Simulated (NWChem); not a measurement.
System: C₂H₂BrF; SMILES C=C(F)Br

Parts of the log:

```
             Northwest Computational Chemistry Package (NWChem) 7.3.0
             --------------------------------------------------------

                             Geometry "geometry" -> ""
                             -------------------------

 Output coordinates in angstroms (scale by  1.889725989 to convert to a.u.)

  No.       Tag          Charge          X              Y              Z
 ---- ---------------- ---------- -------------- -------------- --------------
    1 C                    6.0000    -1.21056500     1.63351400     0.00000000
    2 C                    6.0000    -0.07786600     0.94242700     0.00000000
    3 F                    9.0000     1.11155100     1.51102100     0.00000000
    4 Br                  35.0000     0.03044600    -0.93133800     0.00000000
    5 H                    1.0000    -2.17405600     1.12765700     0.00000000
    6 H                    1.0000    -1.16519800     2.72432200     0.00000000

 Effective nuclear repulsion energy (a.u.)     232.3172849777

                                 NWChem DFT Module
                                 -----------------

 Summary of "ao basis" -> "ao basis" (spherical)
 ------------------------------------------------------------------------------
       Tag                 Description            Shells   Functions and Types
 ---------------- ------------------------------  ------  ---------------------
 C                           6-31g*                  6       14   3s2p1d
 F                           6-31g*                  6       14   3s2p1d
 Br                          6-31g*                 12       32   5s4p3d
 H                           6-31g*                  2        2   2s

 in cosmo_initialize ...
 calling solv_data for solv:dioxane

 solvent parameters
 solvname_short: dioxane
 solvname_long:  1,4-dioxane
 dielec:        2.2099
 dielecinf:     2.0232
 nonaqueous SMD model solvent descriptors
 dielec:        2.2099
 sola:          0.0000
 solb:          0.6400
 solc:          0.0000
 solg:         47.1400
 solh:          0.0000
 soln:          1.4224

          ---------------
          -cosmo- solvent
          ---------------
 Cosmo: York-Karplus, doi: 10.1021/jp992097l
 dielectric constant -eps-     =   2.21
 screen = (eps-1)/(eps    )    =   0.54749
 surface charge correction     = lagrangian

   van der Waals surface
 --------------------------

[...]

                                COSMO-SMD solvation results
                                ---------------------------

             internal energy in gas <Psi(g)|H|Psi(g)> =     -2750.576410550874
         internal energy in solvent <Psi(s)|H|Psi(s)> =     -2750.576298359935
                               delta internal energy  =         0.000112190939 (    0.07 kcal/mol)
   total free energy in solvent <Psi(s)|H+V/2|Psi(s)> =     -2750.577953127871
 polarization energy contribution <Psi(s)|V/2|Psi(s)> =        -0.001654767936 (   -1.04 kcal/mol)
    total free energy in solvent including G(SMD-CDS) =     -2750.578189328331
                       G(SMD-CDS) energy contribution =        -0.000236200460 (   -0.15 kcal/mol)
     1 M fixed-concentration free energy of solvation =        -0.001778777456 (   -1.12 kcal/mol)

                       DFT Final Molecular Orbital Analysis
                       ------------------------------------

 Vector   27  Occ=2.000000D+00  E=-3.483650D-01
              MO Center=  3.8D-02, -1.5D-01, -8.5D-08, r^2= 2.5D+00
   Bfn.  Coefficient  Atom+Function         Bfn.  Coefficient  Atom+Function
  ----- ------------  ---------------      ----- ------------  ---------------
    55      0.632958  4 Br pz                51     -0.284307  4 Br pz
    33     -0.261078  3 F  pz                59      0.258250  4 Br pz
    19      0.215356  2 C  pz                37     -0.200652  3 F  pz
     5      0.155892  1 C  pz                23      0.117992  2 C  pz
     9      0.101974  1 C  pz                47      0.085251  4 Br pz

 Vector   28  Occ=2.000000D+00  E=-3.203496D-01
              MO Center=  2.0D-02, -7.8D-01, -4.9D-08, r^2= 1.8D+00
   Bfn.  Coefficient  Atom+Function         Bfn.  Coefficient  Atom+Function
  ----- ------------  ---------------      ----- ------------  ---------------
    53      0.779573  4 Br px                49     -0.347572  4 Br px
    57      0.326195  4 Br px                32      0.119708  3 F  py
    45      0.104130  4 Br px                36      0.088874  3 F  py
     4     -0.083675  1 C  py                 6      0.080806  1 C  s
    78     -0.058742  6 H  s                 21      0.053984  2 C  px

 Vector   29  Occ=2.000000D+00  E=-2.686465D-01
              MO Center= -4.7D-01,  7.0D-01, -3.2D-08, r^2= 2.9D+00
   Bfn.  Coefficient  Atom+Function         Bfn.  Coefficient  Atom+Function
  ----- ------------  ---------------      ----- ------------  ---------------
    55      0.456676  4 Br pz                 5     -0.380946  1 C  pz
     9     -0.305671  1 C  pz                19     -0.306517  2 C  pz
    59      0.216620  4 Br pz                51     -0.200724  4 Br pz
    33      0.190973  3 F  pz                23     -0.170743  2 C  pz
    37      0.153992  3 F  pz                47      0.060034  4 Br pz

 Vector   30  Occ=0.000000D+00  E= 4.984008D-03
              MO Center= -5.5D-02, -4.0D-01,  1.2D-07, r^2= 3.0D+00
   Bfn.  Coefficient  Atom+Function         Bfn.  Coefficient  Atom+Function
  ----- ------------  ---------------      ----- ------------  ---------------
    20      1.086255  2 C  s                 58     -0.839172  4 Br py
    54     -0.480286  4 Br py                22     -0.466153  2 C  py
    56     -0.460348  4 Br s                 18     -0.420632  2 C  py
    52      0.270867  4 Br s                 78      0.250925  6 H  s
    50      0.204902  4 Br py                76     -0.186353  5 H  s

[...]
```

Level: PBE0/6-31G* (spherical d), SMD on the gas-phase geometry. Structure relaxed at the PBE0/def2-SVP level. Solvent: 1,4-dioxane.

Q: Which NWChem input produces such a log?

A: Several could match; the one computed here: the input that was run:
```
start job
memory heap 200 mb stack 900 mb global 1100 mb
geometry units angstroms noautosym nocenter noautoz
  C     -1.210565     1.633514     0.000000
  C     -0.077866     0.942427     0.000000
  F      1.111551     1.511021     0.000000
  Br     0.030446    -0.931338     0.000000
  H     -2.174056     1.127657     0.000000
  H     -1.165198     2.724322     0.000000
end
basis spherical
  C library 6-31g*
  F library 6-31g*
  Br library 6-31g*
  H library 6-31g*
end
dft
  xc pbe0
  iterations 150
end
cosmo
  do_cosmo_smd true
  solvent dioxane
end
task dft energy
```
